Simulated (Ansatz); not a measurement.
A series at Si: from `N[Si](F)(F)F`, ligands are replaced one by one, each step taking up H₂ and setting free H–F; n counts the steps. Ansatz, PBE0-D4/def2-TZVP geometries. Each molecule was computed in one conformer, which needn't be the lowest.

| n | molecule | vertical ionisation energy, CCSD(T)/def2-TZVPP (eV) |
| --- | --- | --- |
| 0 | `N[Si](F)(F)F` | 11.40 |
| 1 | `N[SiH](F)F` | 11.06 |
| 2 | `N[SiH2]F` | ? |
| 3 | `N[SiH3]` | 10.02 |

Problem. By hand: fit a straight line y = ȳ + b (n − n̄) to the 3 given rows and predict n = 2.

Solution. n̄ = 1.333, ȳ = 10.827; Σ(n − n̄)(y − ȳ) = -2.187, Σ(n − n̄)² = 4.667, so b = -0.469 eV a step. Prediction: 10.827 + (-0.469) × (0.667) = 10.51 eV.

Problem. By hand: compare with the computed value, 10.75 eV, and give the steps along the whole series.

Solution. The line misses by 0.24 eV (computed minus predicted). Steps: -0.34, -0.31, -0.73 eV.

The steps differ by up to 0.42 eV without a steady trend. The highest orbital can change its character along such a series. The miss is 17.4 % of the series' range.
